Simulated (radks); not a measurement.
The mean radii <r> (bohr) of the occupied orbitals of an atom or ion are listed with their occupations. Calculated with a radial shooting solver on a logarithmic mesh with Libxc functionals: non-relativistic Kohn-Sham, PBEsol, spin-polarised, spherical densities, point nucleus.

orbital  occ.      <r>
1s up       1  0.05918
1s down     1  0.05918
2s up       1   0.2705
2s down     1   0.2701
2p up       3   0.2371
2p down     3   0.2366
3s up       1   0.8200
3s down     1   0.8222
3p up       3   0.8611
3p down     3   0.8649
3d up       5    1.092
3d down     1    1.135
4s up       1    2.673
4f up       1    16.86

Name the element and its charge. Open shells, if any, are filled with parallel spins first.

Answer. Z = 26, iron, charge 0: Fe in [Ar] 3d6 4s1 4f1. The 1s radius gives Z: for a bare nucleus <r> = 1.5/Z, 0.05769 bohr for Z = 26, and screening makes it slightly larger (0.05918 here). The occupations add up to 26, and the charge is Z minus that.
